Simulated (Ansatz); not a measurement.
`F[SiH](Cl)C#[C][GeH3]` + `[SiH3]Cl` → `F[SiH](Cl)C#C[SiH2]Cl` + GeH₄  (formal exchange of groups at a C–Ge bond)

Computed with Ansatz on PBE0-D4/def2-TZVP structures; ΔE is electronic, products minus reactants. CBS: MP2 limit from def2 TZ/QZ plus the TZ coupled-cluster correction, frozen cores. This one scheme is used for every species. DFT in def2-TZVPP. B3LYP here is the variant with VWN-RPA as its local correlation; programs differ in this. HSE06 is defined as in plane-wave codes. For Ge outer-core shells are correlated without core-valence functions, which leaves a few kJ/mol of doubt a bond. Scalar relativity is left out up to krypton.

`F[SiH](Cl)C#[C][GeH3]`:

Cartesian coordinates in Å:
```
F 1.200 -2.884 -1.117
Si 1.076 -2.149 0.283
Cl -0.080 -3.294 1.502
C 0.290 -0.541 0.039
C -0.215 0.553 -0.100
Ge -1.023 2.266 -0.326
H 2.422 -2.028 0.866
H -2.129 2.411 0.723
H 0.059 3.332 -0.128
H -1.601 2.334 -1.743
```

`[SiH3]Cl`:

Cartesian coordinates in Å:
```
Si 0.095 -0.055 -0.066
Cl -1.423 0.830 0.996
H 0.057 -1.514 0.185
H 1.383 0.513 0.391
H -0.111 0.226 -1.505
```

`F[SiH](Cl)C#C[SiH2]Cl`:

Cartesian coordinates in Å:
```
F -0.031 -3.275 -0.530
Si -0.846 -2.235 0.344
Cl -2.793 -2.298 -0.227
C -0.187 -0.574 0.038
C 0.249 0.546 -0.125
Si 0.903 2.227 -0.397
Cl 1.609 2.962 1.377
H -0.733 -2.615 1.760
H 2.017 2.161 -1.365
H -0.188 3.100 -0.876
```

GeH₄:

```xyz
5

Ge    0.000    0.000    0.000
H     0.316   -0.165   -1.492
H    -1.017    1.133    0.185
H     1.288    0.340    0.761
H    -0.586   -1.308    0.546
```

```csv
level,ΔE (kJ/mol),difference from CCSD(T)/CBS
LDA (SPW92),-23.6,-7.1
PBE-D4,-21.6,-5.1
revPBE-D4,-22.3,-5.8
BLYP-D4,-22.7,-6.2
r2SCAN-D4,-22.1,-5.6
B97M-V,-26.3,-9.8
PBE0-D4,-19.9,-3.4
B3LYP-D4,-21.1,-4.6
r2SCAN0-D4,-20.2,-3.7
HSE06-D4,-19.8,-3.3
BHLYP-D4,-18.9,-2.4
CAM-B3LYP-D4,-19.8,-3.3
ωB97X-V,-16.6,-0.1
ωB97M-V,-18.5,-2.0
B2PLYP,-17.3,-0.8
PBE,-20.2,-3.7
revPBE,-19.0,-2.5
BLYP,-19.9,-3.4
r2SCAN,-21.5,-5.0
PBE0,-18.5,-2.0
B3LYP,-19.0,-2.5
r2SCANh,-20.7,-4.2
r2SCAN0,-19.6,-3.1
BHLYP,-17.3,-0.8
LC-ωPBE,-16.1,0.4
RPA@PBE/def2-TZVPP,-11.6,4.9
HF/def2-SVP,-13.9,2.6
MP2/def2-SVP,-17.3,-0.8
CCSD/def2-SVP,-16.5,0.0
CCSD(T)/def2-SVP,-16.9,-0.4
HF/def2-TZVPP,-12.5,4.0
MP2/def2-TZVPP,-14.0,2.5
SCS-MP2/def2-TZVPP,-12.8,3.7
CCSD/def2-TZVPP,-13.1,3.4
CCSD(T)/def2-TZVPP,-13.7,2.8
HF/def2-QZVPP,-13.3,3.2
MP2/def2-QZVPP,-16.0,0.5
SCS-MP2/def2-QZVPP,-14.6,1.9
HF/CBS(def2),-13.4,3.1
CCSD/CBS(def2),-15.9,0.6
CCSD(T)/CBS,-16.5,0
```

Largest T1 diagnostic among the species: 0.012.

Leaving LDA and LC-ωPBE aside and taking each functional with its dispersion term where it has one, the values, not all of them listed here, spread over 10.2 kJ/mol, from B97M-V to PBE-QIDH. LDA lies −3.3 kJ/mol from PBE without D4.
